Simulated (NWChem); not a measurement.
System: SF3 cation; SMILES F[S+](F)F

Input file for NWChem:

```
start job
memory heap 200 mb stack 900 mb global 1100 mb
charge 1
geometry units angstroms noautosym nocenter noautoz
  F      0.304071    -1.313604    -0.276375
  S      0.000000     0.000000     0.449228
  F      0.985579     0.920136    -0.276375
  F     -1.289650     0.393469    -0.276375
end
basis spherical
  * library def2-svp
end
dft
  xc m06-2x
  iterations 150
end
cosmo
  do_cosmo_smd true
  solvent ether
end
task dft energy
```

Parts of the log:

```
             Northwest Computational Chemistry Package (NWChem) 7.3.0
             --------------------------------------------------------

                             Geometry "geometry" -> ""
                             -------------------------

 Output coordinates in angstroms (scale by  1.889725989 to convert to a.u.)

  No.       Tag          Charge          X              Y              Z
 ---- ---------------- ---------- -------------- -------------- --------------
    1 F                    9.0000     0.30407100    -1.31360400    -0.27637500
    2 S                   16.0000     0.00000000     0.00000000     0.44922800
    3 F                    9.0000     0.98557900     0.92013600    -0.27637500
    4 F                    9.0000    -1.28965000     0.39346900    -0.27637500

 Effective nuclear repulsion energy (a.u.)     204.3610182919

                                 NWChem DFT Module
                                 -----------------

 Summary of "ao basis" -> "ao basis" (spherical)
 ------------------------------------------------------------------------------
       Tag                 Description            Shells   Functions and Types
 ---------------- ------------------------------  ------  ---------------------
 F                          def2-svp                 6       14   3s2p1d
 S                          def2-svp                 8       18   4s3p1d

 in cosmo_initialize ...
 calling solv_data for solv:ether

 solvent parameters
 solvname_short: ether
 solvname_long:  diethyl ether
 dielec:        4.2400
 dielecinf:     1.8295
 nonaqueous SMD model solvent descriptors
 dielec:        4.2400
 sola:          0.0000
 solb:          0.4100
 solc:          0.0000
 solg:         23.9600
 solh:          0.0000
 soln:          1.3526

          ---------------
          -cosmo- solvent
          ---------------
 Cosmo: York-Karplus, doi: 10.1021/jp992097l
 dielectric constant -eps-     =   4.24
 screen = (eps-1)/(eps    )    =   0.76415
 surface charge correction     = lagrangian

   van der Waals surface
 --------------------------

 ---------- ATOMIC COORDINATES (A.U.) ------------ VDWR(ANG.) --
     1    0.57461087   -2.48235162   -0.52227302     1.730
     2    0.00000000    0.00000000    0.84891783     2.490
     3    1.86247425    1.73880491   -0.52227302     1.730
     4   -2.43708512    0.74354860   -0.52227302     1.730
 number of segments per atom =        128
 number of   points per atom =        128
 atom (   nspa,  nppa )
 ----------------------
    1 (     62,     0 )       0
    2 (     84,     0 )       0
    3 (     62,     0 )       0
    4 (     63,     0 )       0
 number of -cosmo- surface points =      271
 molecular surface =     94.561 angstrom**2
 molecular volume  =     80.674 angstrom**3
 -lineq- algorithm             =   0
 -bem- low  level              =   3
 -bem- from -octahedral-
 gaussian surface charge width =   4.50000
 degree of switching           =   1.00000
 switching function tolerance  =   0.00010
 atomic radii =
 --------------
    1  9.000  1.730
    2 16.000  2.490
    3  9.000  1.730
    4  9.000  1.730
 ...... end of -cosmo- initialization ......

 nat:                     4
 ixmem:                  1008
 calling mnsol_interface()
 G(SMD-CDS) energy (kcal/mol)  =    -0.195
 SMD-CDS SASA (angstrom**2)    =    95.720

            General Information
            -------------------
          SCF calculation type: DFT
          Wavefunction type:  closed shell.
          No. of atoms     :     4
          No. of electrons :    42
           Alpha electrons :    21
            Beta electrons :    21
          Charge           :     1
          Spin multiplicity:     1
          Use of symmetry is: off; symmetry adaption is: off
          Maximum number of iterations: 150
          AO basis - number of functions:    60
                     number of shells:    26
          Convergence on energy requested:  1.00D-06
          Convergence on density requested:  1.00D-05
          Convergence on gradient requested:  5.00D-04

              XC Information
              --------------
                       M06-2X Method XC Functional
                     Hartree-Fock (Exact) Exchange  0.540
                        M06-2X Exchange Functional  1.000
                      M06-2X Correlation Potential  1.000

             Grid Information
             ----------------
          Grid used for XC integration:  medium
          Radial quadrature: Mura-Knowles
          Angular quadrature: Lebedev.
          Tag              B.-S. Rad. Rad. Pts. Rad. Cut. Ang. Pts.
          ---              ---------- --------- --------- ---------
          F                   0.50       49           6.0       434
          S                   1.00       88           5.0       590
          Grid pruning is: on
          Number of quadrature shells:   235
          Spatial weights used:  Erf1

      Superposition of Atomic Density Guess
      -------------------------------------

 Sum of atomic energies:        -695.22485255

 Renormalizing density from      43.00 to     42

      Non-variational initial energy
      ------------------------------

 Total energy =    -686.057756
 1-e energy   =   -1342.382050
 2-e energy   =     451.963275
 HOMO         =      -0.793867
 LUMO         =      -0.328149

   convergence    iter        energy       DeltaE   RMS-Dens  Diis-err
 ---------------- ----- ----------------- --------- --------- ---------
     COSMO gas phase
 d= 0,ls=0.0,diis     1   -696.6300690841 -9.01D+02  2.34D-02  2.00D+00
 d= 0,ls=0.0,diis     2   -696.5486401873  8.14D-02  1.33D-02  3.09D+00
 d= 0,ls=0.0,diis     3   -696.8043026441 -2.56D-01  8.54D-04  6.89D-03
 d= 0,ls=0.0,diis     4   -696.8049064464 -6.04D-04  1.96D-04  2.19D-04
 d= 0,ls=0.0,diis     5   -696.8048977519  8.69D-06  1.27D-04  1.06D-05
  Resetting Diis
 d= 0,ls=0.0,diis     6   -696.8049016533 -3.90D-06  2.51D-05  4.55D-07
 d= 0,ls=0.0,diis     7   -696.8049018191 -1.66D-07  2.22D-06  1.30D-08

   convergence    iter        energy       DeltaE   RMS-Dens  Diis-err
 ---------------- ----- ----------------- --------- --------- ---------
     COSMO solvation phase
 d= 0,ls=0.0,diis     1   -696.8840831706 -7.92D-02  5.26D-04  7.17D-04
 d= 0,ls=0.0,diis     2   -696.8841573063 -7.41D-05  2.20D-04  4.04D-04
 d= 0,ls=0.0,diis     3   -696.8841894173 -3.21D-05  5.74D-05  3.52D-05
 d= 0,ls=0.0,diis     4   -696.8841925143 -3.10D-06  1.13D-05  1.47D-06
 d= 0,ls=0.0,diis     5   -696.8841926246 -1.10D-07  3.27D-06  9.13D-09

         Total DFT energy =     -696.884192624585
      One electron energy =    -1351.565432286603
           Coulomb energy =      513.447300501721
    Exchange-Corr. energy =      -56.627878242704
 Nuclear repulsion energy =      204.361018291876

             COSMO energy =       -6.499200888875

 Numeric. integr. density =       41.999996205452

                                COSMO-SMD solvation results
                                ---------------------------

             internal energy in gas <Psi(g)|H|Psi(g)> =      -696.804901819114
         internal energy in solvent <Psi(s)|H|Psi(s)> =      -696.804786853238
                               delta internal energy  =         0.000114965876 (    0.07 kcal/mol)
   total free energy in solvent <Psi(s)|H+V/2|Psi(s)> =      -696.883881873453
 polarization energy contribution <Psi(s)|V/2|Psi(s)> =        -0.079095020215 (  -49.63 kcal/mol)
    total free energy in solvent including G(SMD-CDS) =      -696.884192624585
                       G(SMD-CDS) energy contribution =        -0.000310751133 (   -0.19 kcal/mol)
     1 M fixed-concentration free energy of solvation =        -0.079290805472 (  -49.76 kcal/mol)

                       DFT Final Molecular Orbital Analysis
                       ------------------------------------

 Vector   19  Occ=2.000000D+00  E=-7.122900D-01
              MO Center=  3.7D-01,  2.1D-01, -2.3D-01, r^2= 2.1D+00
   Bfn.  Coefficient  Atom+Function         Bfn.  Coefficient  Atom+Function
  ----- ------------  ---------------      ----- ------------  ---------------
    38      0.316416  3 F  pz                37      0.292803  3 F  py
     5      0.277015  1 F  py                36      0.274083  3 F  px
    50      0.215934  4 F  px                41     -0.205923  3 F  pz
    40     -0.191767  3 F  py                 6     -0.190247  1 F  pz
     8     -0.180749  1 F  py                39     -0.180653  3 F  px

 Vector   20  Occ=2.000000D+00  E=-6.962581D-01
              MO Center=  3.3D-03,  1.5D-03, -2.7D-01, r^2= 2.2D+00
   Bfn.  Coefficient  Atom+Function         Bfn.  Coefficient  Atom+Function
  ----- ------------  ---------------      ----- ------------  ---------------
     4      0.396667  1 F  px                51     -0.388879  4 F  py
    37      0.298956  3 F  py                36     -0.278675  3 F  px
     7     -0.262504  1 F  px                54      0.257370  4 F  py
    40     -0.197800  3 F  py                39      0.184375  3 F  px
    50     -0.119550  4 F  px                 5      0.093034  1 F  py

 Vector   21  Occ=2.000000D+00  E=-6.178666D-01
              MO Center=  1.7D-04, -5.0D-06,  3.5D-01, r^2= 2.0D+00
   Bfn.  Coefficient  Atom+Function         Bfn.  Coefficient  Atom+Function
  ----- ------------  ---------------      ----- ------------  ---------------
    18      0.401363  2 S  s                 17      0.366127  2 S  s
    24      0.345021  2 S  pz                 6      0.296472  1 F  pz
    38      0.296523  3 F  pz                52      0.296358  4 F  pz
    16     -0.242270  2 S  s                  9     -0.217956  1 F  pz
    41     -0.217991  3 F  pz                55     -0.217889  4 F  pz

 Vector   22  Occ=0.000000D+00  E=-1.500648D-01
              MO Center=  2.5D-02, -7.4D-02,  5.1D-01, r^2= 1.7D+00
   Bfn.  Coefficient  Atom+Function         Bfn.  Coefficient  Atom+Function
  ----- ------------  ---------------      ----- ------------  ---------------
    25      0.854529  2 S  px                22      0.461238  2 S  px
    49      0.312732  4 F  s                 35     -0.293841  3 F  s
    19      0.229767  2 S  px                52     -0.193279  4 F  pz
     4      0.182876  1 F  px                38      0.181777  3 F  pz
     7     -0.180290  1 F  px                55      0.180898  4 F  pz

 Vector   23  Occ=0.000000D+00  E=-1.500531D-01
              MO Center= -2.5D-02,  7.4D-02,  5.1D-01, r^2= 1.7D+00
   Bfn.  Coefficient  Atom+Function         Bfn.  Coefficient  Atom+Function
  ----- ------------  ---------------      ----- ------------  ---------------
    26      0.854569  2 S  py                23      0.461227  2 S  py
     3      0.350258  1 F  s                 20      0.229764  2 S  py
     6     -0.216560  1 F  pz                 9      0.202681  1 F  pz
    35     -0.191174  3 F  s                 39      0.179804  3 F  px
     8      0.174743  1 F  py                36     -0.174615  3 F  px

 Vector   24  Occ=0.000000D+00  E=-4.146244D-02
              MO Center=  7.7D-05,  2.7D-06, -7.6D-02, r^2= 1.6D+00
   Bfn.  Coefficient  Atom+Function         Bfn.  Coefficient  Atom+Function
  ----- ------------  ---------------      ----- ------------  ---------------
    27      0.778522  2 S  pz                17     -0.677456  2 S  s
    18     -0.481078  2 S  s                 24      0.445997  2 S  pz
    16      0.341306  2 S  s                  3      0.338712  1 F  s
    35      0.338771  3 F  s                 49      0.338627  4 F  s
     8      0.323479  1 F  py                53      0.317527  4 F  px

     Multipole analysis of the density
     ---------------------------------

     L   x y z        total         alpha         beta         nuclear
     -   - - -        -----         -----         ----         -------
     0   0 0 0      1.000000    -21.000000    -21.000000     43.000000

     1   1 0 0      0.001020      0.000510      0.000510     -0.000000
     1   0 1 0      0.000610      0.000297      0.000297      0.000017
     1   0 0 1      0.896449      0.707568      0.707568     -0.518686

     2   2 0 0    -17.250086    -52.447717    -52.447717     87.645347
     2   1 1 0      0.000425      0.000204      0.000204      0.000017
     2   1 0 1      0.000121      0.000061      0.000061      0.000000
     2   0 2 0    -17.250063    -52.447726    -52.447726     87.645389
     2   0 1 1      0.000677      0.000343      0.000343     -0.000009
     2   0 0 2    -16.740633    -17.817991    -17.817991     18.895350
```

Level: M06-2X/def2-SVP, SMD on the gas-phase geometry. Structure relaxed at the PBE0/def2-SVP level. Solvent: diethyl ether.
